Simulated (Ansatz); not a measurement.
Relaxation of C$_{4}$H$_{8}$Se (13 atoms, charge 0, multiplicity 1), to a largest force component of 0.02 eV/Å in at most 50 steps.

Method: RKS PBE/def2-SVP in Ansatz 0.2.0.

```xyz
13
Properties=species:S:1:pos:R:3
C -1.719 0.096 -0.192
C -0.601 0.466 0.677
C 0.612 0.007 0.440
C 1.050 -0.880 -0.711
Se 2.057 0.500 1.648
H -2.680 0.656 0.185
H -1.555 0.504 -1.233
H -1.904 -0.938 -0.222
H 1.904 -0.007 3.083
H 0.751 -0.373 -1.640
H 0.379 -1.830 -0.622
H 2.074 -1.142 -0.682
H 2.324 1.768 0.791
```

**Question.** Where does it end, and by what steps?

**Answer.** The run converged. The force dipped under the threshold on the way, but the program's further checks kept it going. After 38 steps the energy has fallen by 4.776 eV; H13 moved furthest, 1.65 Å. Parted: C3–Se5.

```tsv
step	energy less start (eV)	largest force component (eV/Å)	accepted
0	0.0000	4.033	yes
2	-1.3928	1.659	yes
4	-2.4868	2.302	yes
6	-3.3044	2.017	yes
8	-4.0122	1.486	yes
10	-4.5320	0.494	yes
12	-4.6755	0.376	yes
14	-4.7108	0.106	yes
16	-4.7192	0.087	yes
18	-4.7264	0.233	yes
20	-4.7332	0.248	yes
22	-4.7436	0.147	yes
24	-4.7534	0.233	yes
26	-4.0675	2.476	no
28	-4.7704	0.151	yes
30	-4.7745	0.075	yes
32	-4.7757	0.015	yes
34	-4.7761	0.022	yes
36	-4.7763	0.020	yes
38	-4.7764	0.004	yes
```

```xyz
13
Properties=species:S:1:pos:R:3
C -1.918 0.554 0.137
C -0.704 -0.111 -0.322
C 0.324 -0.663 -0.700
C 1.557 -1.308 -1.137
Se 1.843 1.468 2.212
H -1.702 1.227 0.995
H -2.373 1.171 -0.665
H -2.683 -0.178 0.471
H 1.594 0.346 3.151
H 1.794 -1.062 -2.193
H 1.490 -2.413 -1.059
H 2.418 -0.980 -0.516
H 1.053 0.777 1.149
```

Time of the run: 2.7 min on 2 threads of Arm Neoverse N1, with other jobs on the host, peak memory 0.18 GiB.
